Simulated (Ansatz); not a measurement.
Input file for `C=C[CH2][Ge]([F])([F])[F]`:

```yaml
crystal:
  periodic: [false, false, false]
  atoms:
    - {symbol: C, position_ang: [0.589070, -0.926979, 1.790053]}
    - {symbol: C, position_ang: [0.897328, -0.256987, 0.689206]}
    - {symbol: C, position_ang: [0.256172, -0.482574, -0.638591]}
    - {symbol: Ge, position_ang: [-0.913925, 0.978150, -1.114560]}
    - {symbol: F, position_ang: [-1.466327, 0.902033, -2.736938]}
    - {symbol: F, position_ang: [-2.330353, 1.059279, -0.154630]}
    - {symbol: F, position_ang: [-0.160099, 2.510414, -0.956215]}
    - {symbol: H, position_ang: [-0.164643, -1.707885, 1.790743]}
    - {symbol: H, position_ang: [1.080213, -0.714056, 2.731461]}
    - {symbol: H, position_ang: [1.651397, 0.524577, 0.730346]}
    - {symbol: H, position_ang: [0.991146, -0.552027, -1.445340]}
    - {symbol: H, position_ang: [-0.352879, -1.389047, -0.651534]}
basis:
  gaussian: {orbitals: def2-SVP}
correlation: {method: ccsd_t}
```

```sh
$ ansatz run in.yaml --threads 4 --pin off --events-out ev --progress --plain --max-ram 11315MiB
```

Log, shortened:

```
Functional definition: HF
1391 factors; integrals over basis functions are off by at most 1.4e-3 eV
mean field evaluation 1: about -67743.7308 eV, gradient 4.7e1 eV
mean field evaluation 2: about -67743.8070 eV, gradient 4.8e1 eV
mean field evaluation 4: about -67748.4391 eV, gradient 3.9e0 eV
mean field evaluation 8: about -67748.4927 eV, gradient 2.2e-1 eV
mean field evaluation 16: about -67748.3412 eV, gradient 3.9e0 eV
mean field -67748.49300342 eV, -2489.7111962979 hartree, gradient 9.1e-6 eV, S^2 0.000000; 0 other end points of the search recorded, 0 dependent functions left out
15 core orbitals not correlated: weight in the atoms' cores, before any rotation towards them, 1.000 or more for the frozen orbitals, at most 0.000 for the correlated occupied ones
reference -67748.49300342 eV, -2489.7111962979 hartree; 26, 26 occupied and 100, 100 virtual orbitals, 1391 factors
second order -32.24384220 eV of doubles, -0.00000000 eV of singles
cycle   1  -32.10629958 eV  change    1.4e-1 eV  update   1.3e-1
cycle   2  -32.86775853 eV  change   -7.6e-1 eV  update   3.9e-2
cycle   3  -33.06230132 eV  change   -1.9e-1 eV  update   2.0e-2
cycle   4  -33.05324025 eV  change    9.1e-3 eV  update   4.3e-3
cycle   5  -33.05159555 eV  change    1.6e-3 eV  update   1.7e-3
cycle   6  -33.05235789 eV  change   -7.6e-4 eV  update   4.6e-4
cycle   7  -33.05232249 eV  change    3.5e-5 eV  update   1.6e-4
cycle   8  -33.05227203 eV  change    5.0e-5 eV  update   4.6e-5
perturbative correction -0.82511680 eV, -0.0303224830 hartree
Total energy: -67782.37039225 eV, -2490.9561673743 hartree
```

Hardware: 4 threads of an Arm Neoverse V2 on a shared host. Wall time 35 s, peak host memory 1.2 GiB.

The correlation energy is -33.877 eV, 2.4 % of it from (T); the T1 diagnostic reads 0.0117.
